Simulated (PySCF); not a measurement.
Correlation energy of Se²⁺ (selenium, charge +2)

[Ar] 3d10 4s1 4p3, high-spin 5S determinant (an excited configuration). Calculation: PySCF 2.14, in aug-cc-pVQZ-PP with ECP10MDF; a scalar-relativistic core potential. Frozen: 3s2 3p6 3d10; 4 electrons correlated.

| level | correlation energy (mhartree) |
| --- | --- |
| CCSD | -26.94 |
| (T) | -0.29 |
| CCSD(T) | -27.23 |

Diagnostics: T1 = 0.00098, D1 = 0.0027, largest double amplitude 0.031.

Cost of the coupled-cluster step: roughly 4 core-seconds, for 4 correlated electrons.

Iterations:

```
CC2 = 0
CCSD nocc = (np.int64(4), np.int64(0)), nmo = (80, 80)
frozen orbitals [[0, 1, 2, 3, 4, 5, 6, 7, 8], [0, 1, 2, 3, 4, 5, 6, 7, 8]]
max_cycle = 100
direct = 0
conv_tol = 1e-08
conv_tol_normt = 1e-06
diis_space = 8
diis_start_cycle = 0
Init t2, MP2 energy = -0.0210849179764618
Init E_corr(UCCSD) = -0.0210849179905077
cycle = 1  E_corr(UCCSD) = -0.025523005965346  dE = -0.00443808797  norm(t1,t2) = 0.0209641
cycle = 2  E_corr(UCCSD) = -0.0265728294017814  dE = -0.00104982344  norm(t1,t2) = 0.00561454
cycle = 3  E_corr(UCCSD) = -0.0269471652005931  dE = -0.000374335799  norm(t1,t2) = 0.00159543
cycle = 4  E_corr(UCCSD) = -0.0269438812157648  dE = 3.28398483e-06  norm(t1,t2) = 6.98639e-05
cycle = 5  E_corr(UCCSD) = -0.0269439232793734  dE = -4.20636087e-08  norm(t1,t2) = 4.58084e-06
cycle = 6  E_corr(UCCSD) = -0.0269438957867431  dE = 2.74926303e-08  norm(t1,t2) = 2.91338e-07
cycle = 7  E_corr(UCCSD) = -0.0269438974333592  dE = -1.64661616e-09  norm(t1,t2) = 2.59618e-08
UCCSD converged
E(UCCSD) = -370.5786205731927  E_corr = -0.02694389743335925
UCCSD(T) correction = -0.000294283269967128
```
